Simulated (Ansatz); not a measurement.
Born–Oppenheimer molecular dynamics of H7NSeSn (10 atoms, charge 0, multiplicity 1). It starts at the highest image of a converged band, a first-order saddle point between two minima.

Theory: Ansatz, RKS PBE0-D4/def2-SVP.

```json
{
 "ensemble": "NVE (velocity Verlet)",
 "time step": "0.5 fs",
 "steps asked": "200",
 "starting velocities drawn for": "300 K",
 "seed": "3687"
}
```

First frame:

```xyz
10
Properties=species:S:1:pos:R:3
Sn -0.338 -1.226 -0.484
N 1.108 0.209 0.129
H 0.584 -2.678 -0.612
H -1.461 -1.343 0.782
H -0.887 -0.726 -2.009
H 0.272 1.255 0.151
Se -1.182 2.202 0.051
H 1.881 0.335 -0.527
H 1.509 0.029 1.051
H -1.487 1.942 1.468
```

(1) How far do the bonds stretch over the last three quarters of this one trajectory? (Pairs bonded in most of those frames.)

Results:

(1) 
```json
{"bond": "Sn1–N2", "mean (Å)": "2.288", "spread (Å)": "0.050", "shortest": "2.19", "longest": "2.34"}
{"bond": "Sn1–H3", "mean (Å)": "1.738", "spread (Å)": "0.026", "shortest": "1.69", "longest": "1.78"}
{"bond": "Sn1–H4", "mean (Å)": "1.705", "spread (Å)": "0.015", "shortest": "1.68", "longest": "1.73"}
{"bond": "Sn1–H5", "mean (Å)": "1.704", "spread (Å)": "0.047", "shortest": "1.63", "longest": "1.78"}
{"bond": "N2–H6", "mean (Å)": "1.070", "spread (Å)": "0.041", "shortest": "1.01", "longest": "1.19"}
{"bond": "N2–H8", "mean (Å)": "1.024", "spread (Å)": "0.019", "shortest": "0.99", "longest": "1.06"}
{"bond": "N2–H9", "mean (Å)": "1.027", "spread (Å)": "0.028", "shortest": "0.98", "longest": "1.07"}
{"bond": "Se7–H10", "mean (Å)": "1.475", "spread (Å)": "0.022", "shortest": "1.44", "longest": "1.51"}
```

Mean temperature of the second half: 380 K. The conserved energy stayed within 0.21 meV per atom of its start (net change 0.098 meV per atom), so the integration is sound. A run of 0.1 ps of so small a system gives no equilibrium averages. The orbitals stay closed-shell, which can raise the energy where a bond breaks towards radicals; this wasn't checked here.

The run took 7.8 min on 2 threads of AMD EPYC 9R14 (Zen 4), on a shared host, peak memory 0.28 GiB.
